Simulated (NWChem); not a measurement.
# SSn in NWChem

```xyz
2

Sn     0.0000     0.0000     0.5388
S      0.0000     0.0000    -1.6838
```
Charge 0, spin multiplicity 1.

Everything below was run with NWChem. All single points use one geometry, from PBE0/def2-SVP with def2 effective core potentials on Sn, a minimum by its harmonic frequencies.

Symmetry labels belong to the abelian group C2v used in the runs, with the axes of the coordinates shown; states degenerate in a higher group split over its labels.

Effective core potentials replace the inner electrons of Sn; spin-orbit coupling is left out. B3LYP has NWChem's definition, with VWN1-RPA local correlation. The structure started from a generated list of species.

**Question.** List the lowest 3 singlet excitations that TD-B3LYP/def2-SVPD with def2 effective core potentials on Sn, VWN1-RPA local correlation gives, with oscillator strengths.

**Answer.** 
| state | symmetry | energy (eV) | wavelength (nm) | f |
|---|---|---|---|---|
| 1 | a2 | 3.12 | 398 | 0.000 |
| 2 | a2 | 3.37 | 368 | 0.000 |
| 3 | a1 | 3.37 | 368 | 0.000 |
